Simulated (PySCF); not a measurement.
# Where the electron goes

C3H7FSi.
Structure used (PBE0-D3(BJ)/def2-SVP), in Å, numbered top down from 1:
```xyz
12
C3H7FSi angstrom
C      2.2851   -0.4097   -0.3481
C      1.2112   -0.0869    0.3818
Si    -0.2543    0.8550   -0.2868
C     -1.8360   -0.1733   -0.0404
F     -2.0100   -0.4057    1.3124
H      3.1245   -0.9768    0.0703
H      2.3779   -0.1207   -1.4015
H      1.1779   -0.4077    1.4317
H     -0.0610    1.1106   -1.7489
H     -0.4364    2.1496    0.4375
H     -2.7293    0.3429   -0.4351
H     -1.7573   -1.1433   -0.5639
```

Method: TDDFT CAM-B3LYP/def2-SVPD, vertical, gas phase, core orbitals frozen in the response in PySCF 2.14.0, density-fitted response routines.

Frontier orbitals with the atoms that hold most of them (Löwdin shares over 4%, at most four atoms; ? is withheld):

| orbital | ε (eV) | atoms |
| --- | --- | --- |
| LUMO+2 | 1.60 | Si3 20%, H9 11%, C1 11%, C4 11% |
| LUMO+1 | 1.40 | Si3 31%, C1 17%, C4 9%, C2 8% |
| LUMO | ? | ? |
| HOMO | -9.30 | C1 31%, C2 31%, C4 10%, Si3 9% |
| HOMO-1 | -10.16 | ? |
| HOMO-2 | -10.52 | C2 22%, Si3 20%, F5 10%, C1 10% |
| HOMO-3 | -11.13 | Si3 30%, H9 19%, H10 18%, C4 9% |

**Question.** Which atoms hold the LUMO, and with what shares?

**Answer.** C1 (bonded to C and 2 H) 34%; C2 (bonded to C, Si and H) 29%; Si3 (bonded to 2 C and 2 H) 10%; H6 (bonded to C) 5%. By element: carbon 63% or more, silicon 10%, hydrogen 5% or more.

**Question.** Which atoms hold the HOMO-1, and with what shares?

**Answer.** C2 (bonded to C, Si and H) 18%; Si3 (bonded to 2 C and 2 H) 18%; C4 (bonded to F, Si and 2 H) 18%; F5 (bonded to C) 16%. By element: carbon 36% or more, silicon 18%, fluorine 16%.

**Question.** What is the LUMO energy, and the HOMO–LUMO gap?

**Answer.** ε(LUMO) = 0.52 eV; the gap is 9.82 eV (0.3609 hartree).

**Question.** The HOMO–LUMO gap is 9.82 eV. Where does the response calculation put the lowest singlet, and from which orbitals?

**Answer.** S1 is at 6.74 eV (f = 0.0070), 3.08 eV below the gap, made of HOMO-1→LUMO (50%), HOMO-2→LUMO (38%). Its leading pair isn't HOMO and LUMO; the energies of that pair differ by 10.68 eV. 

Next come S2 at 7.09 eV (f 0.425), HOMO→LUMO (92%); S3 at 7.60 eV (f 0.026), HOMO→LUMO+1 (55%), HOMO→LUMO+2 (33%); S4 at 7.79 eV (f 0.037), HOMO→LUMO+3 (27%), HOMO-2→LUMO (18%), HOMO-1→LUMO (17%); S5 at 7.93 eV (f 0.013), HOMO→LUMO+3 (25%), HOMO-1→LUMO (22%), HOMO-2→LUMO (19%).

One conformer stands for the species.
